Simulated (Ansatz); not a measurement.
Consider the substitution at a C–Al bond: `CC(C)[O][Al]([Cl])[CH](C)C` + `O[SiH3]` → `CC(C)O[SiH3]` + `CC(C)[O][AlH][Cl]`.

Calculated with Ansatz (gas phase, PBE0-D4/def2-TZVP geometries, no zero-point term in ΔE). CBS: MP2 limit from def2 TZ/QZ plus the TZ coupled-cluster correction, frozen cores. Functionals use def2-TZVPP. Each species was taken in one conformer, which may not be the lowest.

(1) Is it downhill or uphill in electronic energy at CCSD(T)/CBS, and by how much? (An estimate is asked.)

(2) What do these levels give: LDA (SPW92), r2SCANh-D4, BHLYP-D4, CAM-B3LYP-D4, ωB97X-V, ωB97M-V, PBE-QIDH, BLYP, LC-ωPBE, HF/def2-TZVPP, CCSD(T)/def2-TZVPP, CCSD/CBS(def2)? (Estimate.)

Largest T1 diagnostic among the species: 0.011.

Answers

(1) Computed: Uphill: ΔE = +44.2 kJ/mol.

(2) The calculation gave: LDA (SPW92) 37.1, r2SCANh-D4 42.0, BHLYP-D4 36.3, CAM-B3LYP-D4 34.4, ωB97X-V 36.0, ωB97M-V 41.4, PBE-QIDH 43.6, BLYP 34.7, LC-ωPBE 40.1, HF/def2-TZVPP 21.8, CCSD(T)/def2-TZVPP 42.0, CCSD/CBS(def2) 42.3 kJ/mol.

The D4 term adds +3.5 kJ/mol with B3LYP and +2.7 kJ/mol with PBE0; it sums over pairs of atoms, weighted by their polarisabilities, and B3LYP, whose exchange is more repulsive, gets the larger term. In def2-TZVPP, CCSD(T) changes the Hartree–Fock value by +20.2 kJ/mol (the triples alone add +1.8 kJ/mol) and MP2 by +26.9 kJ/mol.

B3LYP here is the variant with VWN-RPA as its local correlation; programs differ in this.
